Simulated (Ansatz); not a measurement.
Relative stability

The two ends of one reaction step of ZnH₄O₂, closed shell (PBE0-D4/def2-TZVP).

A:

```
7
angstrom
Zn -0.5067 0.8562 -0.4399
O -0.1557 -0.5745 1.2640
O 0.5245 -0.4602 -1.1721
H 0.4138 -0.3705 2.0095
H -1.3260 2.1115 -0.1505
H 0.3787 -1.0572 0.6042
H 0.6716 -0.5054 -2.1151
```

B:

```xyz
7
angstrom
Zn 0.2750 -0.3926 -0.1700
O 0.4337 -0.9096 1.5168
O 0.0321 0.2447 -1.8049
H -1.0219 1.3832 1.0051
H -1.0934 1.6376 0.3020
H 0.8775 -1.7474 1.6556
H 0.4972 -0.2160 -2.5046
```

Ansatz 0.2.0; basis: def2-TZVPP; cores frozen in the correlated methods. The 3s and 3p shells of Cu and Zn are frozen; filled d shells are correlated. B3LYP uses VWN-RPA correlation.

Q: Which structure is lower at CCSD(T), and by how much? (To be estimated.)

A: Computed: A, by 10.01 kcal/mol (electronic energy, against the other). By their contacts, A is ZnH₄O₂ ([OH][ZnH][OH2]) and B is a complex of ZnH₂O₂ ([OH][Zn][OH]) + H₂.

All methods give the same order:

```json
{"method": "SPW92", "E(B) − E(A) (kcal/mol)": "15.39"}
{"method": "PBE-D4", "E(B) − E(A) (kcal/mol)": "9.97"}
{"method": "BLYP-D4", "E(B) − E(A) (kcal/mol)": "8.12"}
{"method": "r2SCAN-D4", "E(B) − E(A) (kcal/mol)": "10.53"}
{"method": "B97M-V", "E(B) − E(A) (kcal/mol)": "12.32"}
{"method": "PBE0-D4", "E(B) − E(A) (kcal/mol)": "11.94"}
{"method": "B3LYP-D4", "E(B) − E(A) (kcal/mol)": "10.18"}
{"method": "r2SCAN0-D4", "E(B) − E(A) (kcal/mol)": "12.25"}
{"method": "BHLYP-D4", "E(B) − E(A) (kcal/mol)": "12.21"}
{"method": "CAM-B3LYP-D4", "E(B) − E(A) (kcal/mol)": "11.50"}
{"method": "wB97X-V", "E(B) − E(A) (kcal/mol)": "10.60"}
{"method": "wB97M-V", "E(B) − E(A) (kcal/mol)": "12.01"}
{"method": "B2PLYP", "E(B) − E(A) (kcal/mol)": "9.15"}
{"method": "PBE-QIDH", "E(B) − E(A) (kcal/mol)": "11.18"}
{"method": "RPA on PBE", "E(B) − E(A) (kcal/mol)": "8.69"}
{"method": "HF", "E(B) − E(A) (kcal/mol)": "12.12"}
{"method": "MP2", "E(B) − E(A) (kcal/mol)": "7.95"}
{"method": "CCSD", "E(B) − E(A) (kcal/mol)": "10.51"}
{"method": "CCSD(T)", "E(B) − E(A) (kcal/mol)": "10.01"}
```

The T1 diagnostic stays at or below 0.017.

Labels in which every atom is bracketed show which atoms are joined, not bond orders.

For scale, one of the runs: CCSD(T)/def2-TZVPP, 182 basis functions, launched by `ansatz run in.yaml --threads 4 --pin off --events-out ev --progress --plain --max-ram 9574MiB`. The run took 26 s on 4 CPU threads of an Arm Neoverse V2 (shared host), with 1.9 GiB of host memory at its peak.
